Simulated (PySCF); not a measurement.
An unknown gives this computed stick spectrum. Theory: PySCF 2.14.0, density-fitted response routines, TDDFT CAM-B3LYP/def2-SVPD, vertical, gas phase, core orbitals frozen in the response. Geometries: PBE0-D3(BJ)/def2-SVP, one conformer each. Relativistic effects are left out although some hold elements past zinc.

```tsv
state	ν̃ (cm⁻¹)	f	main configurations (H = HOMO, L = LUMO)
S1	44900	0.012	H→L (79%), H→L+2 (12%)
S2	48360	0.031	H→L+1 (51%), H→L (14%), H→L+3 (14%)
S3	51000	0.0056	H-1→L (43%), H→L+2 (25%), H→L+1 (11%)
S4	52280	0.0045	H→L+3 (71%), H→L+1 (19%)
S5	53830	0.049	H→L+4 (47%), H→L+2 (20%), H-1→L (10%)
S6	54330	0.014	H→L+4 (39%), H→L+2 (24%), H-1→L (12%)
S7	57030	0.012	H→L+5 (57%), H→L+6 (20%)
S8	58870	0.031	H→L+6 (50%), H→L+5 (24%), H→L+7 (11%)
S9	60120	0.0032	H-1→L+1 (40%), H→L+8 (15%), H-1→L+4 (13%)
S10	60310	0.0006	H→L+7 (68%)
```

Triplets computed (Tamm–Dancoff): 5.46, 5.59, 6.07, 6.34 eV.

Orbital energies (eV): HOMO-3 -10.46, HOMO-2 -10.36, HOMO-1 -8.58, HOMO -7.26, LUMO 1.06, LUMO+1 1.58, LUMO+2 1.86.

Task: Which candidate is it?
A. `C=NC(C)(C)C`
B. `C[N]([GeH3])CCN`
C. `C=CCN=C`

Result: B. Its S1, at 5.57 eV, is the highest among the candidates; the nearest of the others has S1 at 4.98 eV. S1 is HOMO→LUMO (79%), HOMO→LUMO+2 (12%). Löwdin shares by element: HOMO nitrogen 52% or more, carbon 16% or more, germanium 8% (atoms not listed hold the other 25%); LUMO germanium 27%, hydrogen 14% or more, carbon 9% or more (atoms not listed hold the other 50%). At the same level the other candidates give, for their lowest levels:
- `C=CCN=C`: 4.98 eV (f 0.001); 6.83 eV (f 0.058); 7.24 eV (f 0.003); 7.49 eV (f 0.064); 7.54 eV (f 0.011); T1 4.15 eV; HOMO -8.91, LUMO 0.64 eV
- `C=NC(C)(C)C`: 4.86 eV (f 0.002); 7.12 eV (f 0.006); 7.86 eV (f 0.199); 7.95 eV (f 0.143); 8.17 eV (f 0.036); HOMO -8.53, LUMO 0.94 eV

The values belong to the conformer `[CH3:1][N:2]([GeH3:3])[CH2:4][CH2:5][NH2:6]`: C1–N2–C4–C5 -82°, N2–C4–C5–N6 -63°, H–N6–C5–C4 -78°, H–N6–C5–C4 162°.

Without π bonds the low states are Rydberg-like; a valence basis with one diffuse set may place them up to an eV too high.
